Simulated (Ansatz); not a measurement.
A structure relaxed at PBE0-D4/def2-TZVP, charge 0, multiplicity 1:

Cartesian coordinates in Å:
```
O 1.201 0.781 0.113
Ti -0.272 -0.114 -0.086
I 0.283 -2.548 -0.590
I -1.619 -0.011 2.073
I -1.638 0.871 -2.000
H 2.047 1.023 0.489
```

**Question.** Give its formula and SMILES.

**Answer.** HI3OTi, `[OH][Ti]([I])([I])[I]`.

**Question.** Point group (tolerance 0.08 Å, 0.16 Å for H)?

**Answer.** Cs.

**Question.** Summarise the bond lengths by kind.

**Answer.** 1 × O–Ti 1.735 Å; 1 × H–O 0.957 Å; 3 × I–Ti 2.547 to 2.549 Å.

Program: Ansatz 0.2.0.
